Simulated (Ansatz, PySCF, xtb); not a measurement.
Complex: CH2O (SMILES C=O) (first 4 atoms) with C2H3N (SMILES CC#N); geometry from B3LYP-D3(BJ)/def2-TZVP, rigid monomers moved along the line of their centres of mass till O2···H10 is 4.33 Å.
(charge 0, multiplicity 1):
```xyz
10

C     -0.469    -0.455     0.165
O      0.665    -0.056     0.136
H     -0.710    -1.529     0.256
H     -1.334     0.229     0.102
C      1.162     0.564     5.322
C     -0.203     0.076     5.237
N     -1.279    -0.312     5.127
H      1.182     1.552     5.783
H      1.771    -0.118     5.916
H      1.576     0.630     4.314
```

Monomers are frozen at their geometry in the pair; levels with a basis set take the counterpoise correction. Rows marked so take none.

Rows in 6-311+G**, 6-31G* carry no dispersion term and start afresh at each structure (6-31G* with six Cartesian d functions). MP2/6-31G* freezes PySCF's default core.

The values were computed with Ansatz (a quantum-chemistry and plane-wave program) with Gaussian orbitals; PySCF for 6-311+G** rows, 6-31G* rows, the dispersion terms; xtb for the GFN methods. 

```
level                              interaction energy (kcal/mol)
---------------------------------  -----------------------------
GFN-FF                                                     -1.19
GFN1-xTB                                                   -0.89
HF/6-31G*                                                  -1.15
HF/6-31G* (no counterpoise)                                -1.17
PBE-D3(BJ)/def2-TZVPPD                                     -1.14
B3LYP/6-311+G** (no counterpoise)                     (withheld)
B3LYP-D4/def2-TZVPPD                                       -1.15
M06-2X/6-31G* (no counterpoise)                            -0.94
MP2/6-31G*                                                 -0.92
```

**Question.** Some entries are withheld; supply them.

**Answer.** 
- B3LYP/6-311+G** (no counterpoise), interaction energy (kcal/mol): -1.01
